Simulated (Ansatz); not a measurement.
Computed with Ansatz on PBE0-D4/def2-TZVP structures; ΔE is electronic, products minus reactants. CCSD(T)/CBS is the MP2 limit (def2-TZVPP, def2-QZVPP) plus CCSD(T) − MP2 in def2-TZVPP, frozen cores. This one scheme is used for every species. Functionals use def2-TZVPP. B3LYP here is the variant with VWN-RPA as its local correlation; programs differ in this. One conformer a species, not always the lowest.

`C[SiH2]C` + `F[SiH2]S[SiH3]` → `C[SiH2]S[SiH2]F` + `C[SiH3]`  (redistribution)

Problem. Is it downhill or uphill in electronic energy at CCSD(T)/CBS, and by how much? (Best estimate.)

Solution. Ansatz gave: Downhill: ΔE = -2.1 kcal/mol.

Problem. What do these levels give: BLYP-D4, r2SCAN-D4, B3LYP-D4, ωB97X-V, ωB97M-V, BLYP, B3LYP, r2SCANh, BHLYP, RPA@PBE/def2-TZVPP, MP2/CBS(def2), CCSD/CBS(def2)? (Best estimate.)

Solution. The calculation gave: BLYP-D4 -2.4, r2SCAN-D4 -2.3, B3LYP-D4 -2.4, ωB97X-V -2.2, ωB97M-V -2.3, BLYP -1.7, B3LYP -1.7, r2SCANh -2.1, BHLYP -1.8, RPA@PBE/def2-TZVPP -1.9, MP2/CBS(def2) -2.2, CCSD/CBS(def2) -1.9 kcal/mol.

Largest T1 diagnostic among the species: 0.012.

Leaving LDA and LC-ωPBE aside and taking each functional with its dispersion term where it has one, the values, not all of them listed here, spread over 0.5 kcal/mol, from B97M-V to B2PLYP.
